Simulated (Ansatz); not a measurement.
Reactions of CH3F3Ge (`[CH3][Ge]([F])([F])[F]`).

Program: Ansatz. Geometries: PBE0-D4/def2-TZVP. ΔE: electronic, gas phase. CCSD(T)/CBS adds triple-zeta CCSD(T) − MP2 to the extrapolated MP2 energy (def2 sets, frozen cores). This one scheme is used for every species, atoms too. Open shells (•) are unrestricted, without spin–orbit coupling. Spin–orbit coupling would lower the free atoms: a little for F. def2 core potentials past Kr. Bonds to Br, Ge, I, Sn are less sure, by a few kJ/mol each and by 10 to 20 or more in all where they break to atoms, as the def2 sets lack core-valence functions. Scalar relativity is left out up to krypton. Each species was taken in one conformer, which may not be the lowest.

(1) Order these by ΔE at CCSD(T)/CBS, lowest first. (Estimate.)
A. `[CH3][Ge]([F])([F])[F]` + `NBCBr` → `CNBCBr` + `[F][GeH]([F])[F]`
B. `[CH3][Ge]([F])([F])[F]` + HI → `[F][Ge]([F])([F])[I]` + CH₄
C. `[CH3][Ge]([F])([F])[F]` + `[F][Sn]([Cl])([Cl])[Cl]` → `[CH3][Ge]([F])([F])[Cl]` + `[F][Sn]([F])([Cl])[Cl]`
D. `[CH3][Ge]([F])([F])[F]` → `[CH2]` (triplet) + `[F][GeH]([F])[F]`
E. `[CH3][Ge]([F])([F])[F]` → `F[C](F)(F)[GeH3]`
F. `[CH3][Ge]([F])([F])[F]` → F• + `[CH3][Ge]([F])[F]`•
G. `[CH3][Ge]([F])([F])[F]` + `C#CB(C)C` → `C#[C][Ge]([F])([F])[F]` + `CB(C)C`
H. `[CH3][Ge]([F])([F])[F]` + HBr → `[CH3][Ge]([F])([F])[Br]` + H–F

Largest T1 diagnostic: 0.014, for `[CH3][Ge]([F])[F]`•.

## Answers

(1) B (-0.59 eV), H (-0.14 eV), C (+0.34 eV), G (+0.58 eV), A (+1.04 eV), E (+4.33 eV), D (+5.12 eV), F (+5.94 eV).
